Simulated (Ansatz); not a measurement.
Consider the ligand exchange at the Sb–N bond: `C/C(O)=[N]\[SbH2]` + CH₃SH → `C[S][SbH2]` + `CC(=N)O`.

Calculated with Ansatz (gas phase, PBE0-D4/def2-TZVP geometries, no zero-point term in ΔE). CCSD(T)/CBS is the MP2 limit (def2-TZVPP, def2-QZVPP) plus CCSD(T) − MP2 in def2-TZVPP, frozen cores. This one scheme is used for every species. DFT in def2-TZVPP. Elements past krypton have def2 core potentials. For Sb outer-core shells are correlated without core-valence functions, which leaves a few kJ/mol of doubt a bond. Each species was taken in one conformer, which may not be the lowest.

`C/C(O)=[N]\[SbH2]`:

Cartesian coordinates in Å:
```
C 0.602 -0.203 -1.213
C -0.520 -0.556 -0.286
O -1.505 -1.218 -0.935
N -0.645 -0.306 0.944
Sb 0.827 0.584 2.031
H 0.655 0.883 -1.325
H 1.555 -0.538 -0.795
H 0.465 -0.654 -2.194
H -2.187 -1.389 -0.271
H -0.296 1.425 3.005
H 1.050 1.974 1.038
```

CH₃SH:

Z-matrix (Å, degrees):
```
C
S 1 1.806
H 1 1.089 2 111.5
H 1 1.089 2 111.5 3 -123.8
H 1 1.090 2 106.2 3 118.1
H 2 1.342 1 97.1 3 61.9
```

`C[S][SbH2]`:

Cartesian coordinates in Å:
```
C -0.688 -0.801 -1.064
S 0.598 -0.840 0.215
Sb 0.404 1.419 1.053
H -0.469 -0.063 -1.835
H -1.674 -0.613 -0.639
H -0.690 -1.792 -1.520
H 0.431 0.974 2.705
H 2.088 1.715 1.085
```

`CC(=N)O`:

Cartesian coordinates in Å:
```
C -0.681 0.546 0.570
C 0.252 -0.278 -0.254
N 1.450 -0.043 -0.579
O -0.336 -1.413 -0.674
H -1.568 0.798 -0.016
H -1.018 -0.030 1.435
H -0.201 1.461 0.910
H 1.769 0.841 -0.199
H 0.331 -1.882 -1.195
```

```tsv
level	ΔE (kcal/mol)
ωB97X-V	-14.4
ωB97M-V	-14.9
CCSD(T)/def2-SVP	-14.5
CCSD/def2-TZVPP	-14.2
```

**Question.** What does CCSD(T)/CBS give? (An estimate is asked.)

**Answer.** Computed: -14.8 kcal/mol. The listed levels differ from it by 0.4, -0.1, 0.3, 0.6 kcal/mol.

Largest T1 diagnostic among the species: 0.015.

Leaving LDA and LC-ωPBE aside and taking each functional with its dispersion term where it has one, the values, not all of them listed here, spread over 2.1 kcal/mol, from HSE06-D4 to BLYP-D4. LDA lies +0.9 kcal/mol from PBE without D4. In def2-TZVPP, CCSD(T) changes the Hartree–Fock value by +3.0 kcal/mol (the triples alone add +0.5 kcal/mol) and MP2 by +3.1 kcal/mol. From BLYP to BHLYP (50 % exact exchange), in def2-TZVPP and without D4, ΔE moves by −1.0 kcal/mol.
